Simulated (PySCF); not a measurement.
## Electron correlation in Ca (calcium, neutral)

[Ar] 4p2, high-spin 3P determinant (an excited configuration). Calculation: PySCF 2.14, in aug-cc-pVDZ-X2C; scalar relativity by spin-free X2C-1e. Frozen: [Ar]; 2 electrons correlated.

With two correlated electrons CCSD is exact within the correlated space (frozen core and kept virtual orbitals).

```
level  correlation energy (mhartree)
 CCSD                         -12.97
```

Diagnostics: T1 = 0.012, D1 = 0.0170, largest double amplitude 0.297.

A double-excitation amplitude exceeds 0.15, a sign of near-degeneracy.

Cost of the coupled-cluster step: about 0.12 core-seconds, for 2 correlated electrons.
